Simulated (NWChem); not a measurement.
All runs are NWChem calculations. System: CH2NS, charge 0, spin multiplicity 2, displaced from the optimised geometry. The structure started from a generated list of species. Its SCF solution wasn't tested for a lower state.

Input file:

```
start mol
memory heap 200 mb stack 900 mb global 1100 mb
geometry units angstroms nocenter noautoz
  N     -0.001104    -1.633939     0.000000
  C      0.468336    -0.380037     0.000000
  S     -0.151899     1.125424     0.000000
  H     -1.019839    -1.850296     0.000000
  H      0.647936    -2.438688     0.000000
  symmetry group Cs
end
basis spherical
  * library def2-tzvp
end
dft
  xc becke88 perdew86
  odft
  mult 2
  semidirect memsize 60000000 filesize 0
  iterations 100
  convergence nodiis damp 40
end
task dft gradient
```

The output up to the point where the run's verdict is printed (cleaned and shortened):

```
             Northwest Computational Chemistry Package (NWChem) 7.3.0
             --------------------------------------------------------

                                NWChem Input Module
                                -------------------

 Scaling coordinates for geometry "geometry" by  1.889725989
 (inverse scale =  0.529177249)

 Turning off AUTOSYM since
 SYMMETRY directive was detected!

                             Geometry "geometry" -> ""
                             -------------------------

 Output coordinates in angstroms (scale by  1.889725989 to convert to a.u.)

  No.       Tag          Charge          X              Y              Z
 ---- ---------------- ---------- -------------- -------------- --------------
    1 N                    7.0000    -0.00110400    -1.63393900     0.00000000
    2 C                    6.0000     0.46833600    -0.38003700     0.00000000
    3 S                   16.0000    -0.15189900     1.12542400     0.00000000
    4 H                    1.0000    -1.01983900    -1.85029600     0.00000000
    5 H                    1.0000     0.64793600    -2.43868800     0.00000000

 Effective nuclear repulsion energy (a.u.)      84.7894993756

            Nuclear Dipole moment (a.u.)
            ----------------------------
        X                 Y               Z
 ---------------- ---------------- ----------------
     0.0000018897     0.0000094486     0.0000000000

      Symmetry information
      --------------------

 Group name             Cs
 Group number              2
 Group order               2
 No. of unique centers     5

      Symmetry unique atoms

     1    2    3    4    5


 Summary of "ao basis" -> "" (spherical)
 ------------------------------------------------------------------------------
       Tag                 Description            Shells   Functions and Types
 ---------------- ------------------------------  ------  ---------------------
 *                         def2-tzvp                  on all atoms

  perdew86 is a nonlocal functional; adding perdew81 local functional.

                                 NWChem DFT Module
[...]
 d= 0,ls=0.5         73   -328.4703774692 -6.82D+01  1.89D-01              16.6
                                                     1.38D-01
 d= 0,ls=0.5         74   -260.3044525031  6.82D+01  1.89D-01              16.8
                                                     1.38D-01
 d= 0,ls=0.5         75   -328.4703774692 -6.82D+01  1.89D-01              17.0
                                                     1.38D-01
 d= 0,ls=0.5         76   -260.3044525031  6.82D+01  1.89D-01              17.2
                                                     1.38D-01
 d= 0,ls=0.5         77   -328.4703774692 -6.82D+01  1.89D-01              17.4
                                                     1.38D-01
 d= 0,ls=0.5         78   -260.3044525031  6.82D+01  1.89D-01              17.6
                                                     1.38D-01
 d= 0,ls=0.5         79   -328.4703774692 -6.82D+01  1.89D-01              17.8
                                                     1.38D-01
 d= 0,ls=0.5         80   -260.3044525031  6.82D+01  1.89D-01              18.0
                                                     1.38D-01
 d= 0,ls=0.5         81   -328.4703774692 -6.82D+01  1.89D-01              18.2
                                                     1.38D-01
 d= 0,ls=0.5         82   -260.3044525031  6.82D+01  1.89D-01              18.4
                                                     1.38D-01
 d= 0,ls=0.5         83   -328.4703774692 -6.82D+01  1.89D-01              18.6
                                                     1.38D-01
 d= 0,ls=0.5         84   -260.3044525031  6.82D+01  1.89D-01              18.8
                                                     1.38D-01
 d= 0,ls=0.5         85   -328.4703774692 -6.82D+01  1.89D-01              19.0
                                                     1.38D-01
 d= 0,ls=0.5         86   -260.3044525031  6.82D+01  1.89D-01              19.2
                                                     1.38D-01
 d= 0,ls=0.5         87   -328.4703774692 -6.82D+01  1.89D-01              19.4
                                                     1.38D-01
 d= 0,ls=0.5         88   -260.3044525031  6.82D+01  1.89D-01              19.6
                                                     1.38D-01
 d= 0,ls=0.5         89   -328.4703774692 -6.82D+01  1.89D-01              19.8
                                                     1.38D-01
 d= 0,ls=0.5         90   -260.3044525031  6.82D+01  1.89D-01              20.0
                                                     1.38D-01
 d= 0,ls=0.5         91   -328.4703774692 -6.82D+01  1.89D-01              20.2
                                                     1.38D-01
 d= 0,ls=0.5         92   -260.3044525031  6.82D+01  1.89D-01              20.4
                                                     1.38D-01
 d= 0,ls=0.5         93   -328.4703774692 -6.82D+01  1.89D-01              20.6
                                                     1.38D-01
 d= 0,ls=0.5         94   -260.3044525031  6.82D+01  1.89D-01              20.8
                                                     1.38D-01
 d= 0,ls=0.5         95   -328.4703774692 -6.82D+01  1.89D-01              21.0
                                                     1.38D-01
 d= 0,ls=0.5         96   -260.3044525031  6.82D+01  1.89D-01              21.2
                                                     1.38D-01
 d= 0,ls=0.5         97   -328.4703774692 -6.82D+01  1.89D-01              21.4
                                                     1.38D-01
 d= 0,ls=0.5         98   -260.3044525031  6.82D+01  1.89D-01              21.6
                                                     1.38D-01
 d= 0,ls=0.5         99   -328.4703774692 -6.82D+01  1.89D-01              21.8
                                                     1.38D-01
 d= 0,ls=0.5        100   -260.3044525031  6.82D+01  1.89D-01              22.0
                                                     1.38D-01
```

Convergence was not reached. The next line reads: Calculation failed to converge. NWChem stopped with the message: dft gradient failed.
